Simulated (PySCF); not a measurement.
## Deuteron quadrupole couplings in `CC1=CC=C[SiH2]1`

Species: C5H8Si.
Structure used (GFN2-xTB), in Å, numbered top down from 1:
```xyz
14
C5H8Si angstrom
C      2.0818   -0.2657    0.0603
C      0.5981   -0.1441    0.0278
C     -0.2536   -1.1649    0.2020
C     -1.6718   -0.8475    0.1360
C     -1.9874    0.4335   -0.0919
Si    -0.4051    1.4404   -0.2589
H      2.4954    0.3706    0.8427
H      2.5083    0.0650   -0.8867
H      2.3938   -1.2932    0.2443
H      0.0595   -2.1846    0.3841
H     -2.3995   -1.6367    0.2702
H     -3.0068    0.7751   -0.1595
H     -0.1986    2.0149   -1.5898
H     -0.2147    2.4367    0.7974
```

Level: PBE0/pcSseg-1 (PySCF, non-relativistic); Q(2H) = 0.00286 b; rigid geometry, the same for H and D, with no vibrational averaging.

Problem. Rank these positions by the coupling χzz of a deuteron there, largest first.
A. H10 (vinylic hydrogen)
B. H12 (vinylic hydrogen)
C. H13 (Si–H hydrogen)
D. H7 (methyl hydrogen)

Solution. B (230 kHz), A (219 kHz), D (209 kHz), C (110 kHz).

Problem. Tabulate Vzz, the asymmetry η and χzz = 234.96 MHz × Q × Vzz for every hydrogen position.

Solution. 
| atom | bonded to | bond length (Å) | Vzz (au) | η | χzz (kHz) |
| --- | --- | --- | --- | --- | --- |
| H7 | C1 | 1.090 | 0.3110 | 0.02 | 209 |
| H8 | C1 | 1.090 | 0.3110 | 0.02 | 209 |
| H9 | C1 | 1.089 | 0.3113 | 0.03 | 209 |
| H10 | C3 | 1.082 | 0.3259 | 0.06 | 219 |
| H11 | C4 | 1.082 | 0.3256 | 0.04 | 219 |
| H12 | C5 | 1.077 | 0.3425 | 0.03 | 230 |
| H13 | Si6 | 1.464 | 0.1633 | 0.01 | 110 |
| H14 | Si6 | 1.465 | 0.1631 | 0.01 | 110 |

Problem. Average by the element that carries the hydrogen.

Solution. on C: 216 kHz over 6 positions, mean bond length 1.085 Å; on Si: 110 kHz over 2 positions, mean bond length 1.464 Å.

Problem. Give the 2H NMR doublet splittings at H13 for a magnetic field along the z, y and x axes of the gradient: 3χ/2, 3χ(1 + η)/4, 3χ(1 − η)/4.

Solution. With |χ| = 109.7 kHz and η = 0.009: 165, 83 and 82 kHz, to first order and without motion.

Geometry: GFN2-xTB; no solvent, vibrations or thermal averaging. GFN2-xTB bond lengths can be off by several hundredths of an ångström, more for odd bonds, and the gradients follow them. The small basis limits the accuracy of the gradients.
